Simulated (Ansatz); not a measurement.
Species: H4O2Si2, SMILES `O/[SiH]=[SiH]\O` (H–O–Si–Si torsion 52°, Si–Si–O–H torsion -118°) (charge 0, multiplicity 1).

**Question.** Give a relaxed geometry from r2SCAN-D4/def2-TZVP run with Ansatz (a first-principles code).

**Answer.** Several could match; the one computed here: the end point of this relaxation, one of several conformers (outside a Z-matrix the atoms follow the SMILES, hydrogens last).
Bonds (Å): O1–Si2 1.654, O1–H5 0.963, Si2–Si3 2.251, Si2–H6 1.492, Si3–O4 1.656, Si3–H7 1.501, O4–H8 0.962. Bond angles (°): Si2–O1–H5 115.8, O1–Si2–Si3 123.3, O1–Si2–H6 104.5, Si3–Si2–H6 110.1, Si2–Si3–O4 119.2, Si2–Si3–H7 108.3, O4–Si3–H7 109.2, Si3–O4–H8 117.4.
